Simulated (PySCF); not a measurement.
# Computed properties of C2H10N2Si2, SMILES CN[Si@@H]1NC[SiH2]1

C2H10N2Si2, SMILES CN[Si@@H]1NC[SiH2]1. The structure is a stationary point at B3LYP-D3(BJ)/def2-SVP. The structure was generated by enumeration; whether it is a known compound was not checked. One conformer was computed; it need not be the lowest. All values are computed for the isolated molecule unless a solvent is named; none is compared with measurement here.

**Structure.** All 42 harmonic modes at B3LYP-D3(BJ)/def2-SVP (PySCF) are real, so it is a minimum. With heavy atoms numbered as in [CH3:1][NH:2][Si@@H:3]1[NH:4][CH2:5][SiH2:6]1, the shortest bond between them is C1–N2 at 1.449 Å and the longest Si3–Si6 at 2.360 Å.

**Vibrations.** The strongest infrared lines (harmonic, unscaled, degenerate partners summed) lie at 2166 cm⁻¹ (190 km/mol, H 97 %), 1155 cm⁻¹ (185 km/mol, N 40 %, C 32 %, H 26 %), 2202 cm⁻¹ (144 km/mol, H 96 %). The softest mode is at 62 cm⁻¹ and the zero-point energy is 77.8 kcal/mol.

**Electronic structure.** ωB97X/def2-TZVP (PySCF) places the frontier levels at -8.62 and 2.23 eV, a gap of 10.85 eV, and gives a dipole moment of 1.29 D and a mean polarisability of 92.8 bohr³. PBE/def2-TZVP (PySCF) at the same geometry gives -5.15 and -0.52 eV, so its gap is 6.22 eV narrower. An orbital gap is neither the optical nor the fundamental gap.

**Excitations.** TDA-CAM-B3LYP/def2-SVPD (PySCF) has S1 at 5.77 eV (215 nm, f = 0.009, weak); the most intense of the 6 singlets computed lies at 6.51 eV (f = 0.12). T1 (TDA) is at 5.23 eV, 0.54 eV under S1. TDA-PBE/def2-SVPD (PySCF) puts S1 at 4.76 eV. No vertical singlet excitation falls in the visible range (under 3.1 eV).

**NMR.** GIAO shifts at PBE0/pcSseg-1 (PySCF) (non-relativistic, atoms alike by connectivity averaged): ¹³C from 32.4 to 34.0 ppm against TMS; ¹H from 0.8 to 5.6 ppm against TMS; ²⁹Si from -36.4 to -5.1 ppm against TMS.

**Solvation.** SMD-M06-2X/def2-SVP (PySCF) gives 1.3 kcal/mol in water, -2.6 kcal/mol in chlorobenzene, -2.0 kcal/mol in n-hexane (1 M in both phases, gas-phase geometry); of these solvents chlorobenzene holds the molecule best.
